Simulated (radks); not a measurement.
Values are calculated unless marked as measured or tabulated.
Q: All-electron atom: Gd in [Xe] 4f5 5d3 6s2 (not the ground configuration). Code: a radial shooting solver on a logarithmic mesh with Libxc functionals. Model: Dirac Kohn-Sham, PBE, spin-unpolarised, spherical densities, finite nucleus; open shells fill j = l - 1/2 first; Fermi nuclear charge, rms radius 5.1569 fm.

Spin-orbit splittings of the eigenvalues, e(l+1/2) - e(l-1/2), with zeta = 2 splitting/(2l+1) and mean radii in bohr:

shell  occ.  splitting (eV)  zeta (eV)  <r> j=l-1/2  <r> j=l+1/2
2p        6           695.7      463.8      0.07747      0.08431
3p        6           142.6      95.10       0.2337       0.2467
3d       10           31.05      12.42       0.2188       0.2229
4p        6           32.16      21.44       0.5620       0.5907
4d       10           5.883      2.353       0.6228       0.6327
4f        5          0.8682     0.2480       0.7738       0.7816
5p        6               ?          ?        1.428        1.514
5d        3          0.4155     0.1662        2.308        2.379

Estimate the 5p splitting.

A: 4.958 eV (zeta = 3.305 eV).
